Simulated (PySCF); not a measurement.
## Working out the ionisation energy of O²⁺

O²⁺ [He] 2s2 2p2 (3P) → O³⁺ [He] 2s2 2p1 (2P). All numbers are calculated (PySCF 2.14, the non-relativistic Hamiltonian (point nucleus), in aug-cc-pVTZ with one added diffuse shell each of s, p, d, f type (6s5p4d3f, 62 functions)). Frozen: 1s2. Energies in hartree (1 hartree = 27.21139 eV):

```tsv
part	O²⁺ (lower)	O³⁺ (upper)
UHF	-73.100536	-71.094563
CCSD correlation	-0.096891	-0.090723
(T)	-0.001325	-0.000953
```

Q: What does Hartree-Fock give?

A: (-71.094563) − (-73.100536) = 2.005973 hartree = 54.585 eV.

Q: What do CCSD and CCSD(T) give?

A: The CCSD correlation energies differ by 0.006168 hartree = 0.168 eV and the triples by 0.000372 hartree = 0.010 eV, so CCSD gives 54.753 eV and CCSD(T) 54.763 eV.

A first-order spin-orbit estimate adds -0.005 eV to CCSD(T) (valence), giving 54.758 eV against 54.936 eV (semi-empirical (NIST evaluation); NIST Atomic Spectra Database, ionization energies).

What remains against the reference includes basis incompleteness, the frozen core and higher excitations.
